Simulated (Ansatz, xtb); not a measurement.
**Relative energy of two isomers of Ge2H7N**

We compare X, `[NH2][GeH2][GeH3]`, a singlet, with Y, `[GeH3][NH][GeH3]`, a singlet. Both are isolated molecules in the gas phase, relaxed with B3LYP/6-31G*; the shapes shown needn't be the lowest conformers.

X (Å):

```xyz
10

Ge    0.8460   -0.6805   -1.4305
Ge    3.1146   -0.3095   -0.5844
N    -0.1396   -1.5143   -0.0753
H    -0.2663   -0.9061    0.7309
H    -1.0659   -1.7841   -0.4013
H     0.2349    0.6654   -1.9396
H     0.8459   -1.6744   -2.6191
H     3.9612    0.4731   -1.6184
H     3.8257   -1.6499   -0.2875
H     3.0831    0.5189    0.7243
```

Y (Å):

```xyz
10

Ge   -0.0927   -1.2504   -0.8036
Ge    3.0232   -0.2940   -0.5576
N     1.4210   -0.4194   -1.4909
H     0.3513   -2.6444   -0.3086
H    -0.7570   -0.4829    0.3770
H    -1.1197   -1.3712   -1.9549
H     1.1968    0.4388   -1.9892
H     4.0976    0.2220   -1.5446
H     3.3625   -1.7176   -0.0639
H     2.9706    0.6664    0.6668
```

Energies in hartree; the thermal terms are from B3LYP/6-31G* harmonic frequencies (ideal gas, rigid rotor, one conformer each, 298.15 K, 1 atm) and include the zero-point energy:

|  | X | Y |
| --- | --- | --- |
| E, CCSD(T)/def2-SVP | −4209.385422 | −4209.381751 |
| E, MP2/def2-SVP | −4209.338338 | −4209.335814 |
| E, MP2/def2-TZVPP | −4210.038746 | −4210.032601 |
| zero-point energy | 0.064232 | 0.061656 |
| H(298 K) − E | 0.072198 | 0.069251 |
| G(298 K) − E | 0.032278 | 0.029700 |

**Question.** Correct the CCSD(T) difference for the basis set by the MP2 change, then work out ΔE, ΔE₀, ΔH and ΔG for X → Y in kcal/mol (1 Eh = 627.51 kcal/mol) and the equilibrium ratio [Y]/[X].

**Answer.** 1. Differences Y − X: CCSD(T) +0.003671, MP2 in the small set +0.002524, MP2 in the large set +0.006145 Eh.
2. ΔE = +0.003671 + (+0.006145 − (+0.002524)) = +0.007292 Eh = +4.58 kcal/mol.
3. ΔE₀ = ΔE + ΔZPE = +0.007292 + (−0.002576) Eh = +2.96 kcal/mol.
4. ΔH = ΔE + (−0.002947) Eh = +2.73 kcal/mol.
5. ΔG = ΔE + (−0.002578) Eh = +2.96 kcal/mol, so ΔS = (ΔH − ΔG)/T = −3.2 J/(mol K).
6. kT = 0.9442 mEh, so K = [Y]/[X] = exp(−ΔG/kT) = exp(−4.99) ≈ 0.0068.

Structure X is favoured at this temperature. An error of 1 kcal/mol in ΔG would change K by a factor of 5.4. HF/STO-3G found them nearly level. Mirror images and further conformers aren't counted.

As drawn, Y has 1 Ge–N, 1 Ge–H in place of 1 Ge–Ge, 1 N–H.

Other levels gave ΔE = +2.7 (GFN2-xTB); +0.4 (HF/STO-3G, GFN2-xTB geometries); +5.0 (r2SCAN-D4/def2-SVP, GFN2-xTB geometries); +7.4 (B3LYP/6-31G*); +1.4 (HF/def2-SVP); +1.6 (MP2/def2-SVP); +2.3 (CCSD(T)/def2-SVP) kcal/mol. The correlated steps freeze 19 core orbitals; the filled d shell of Ge is correlated, in a basis made for valence electrons. Programs: Ansatz 0.2.0, xtb 6.7.1.
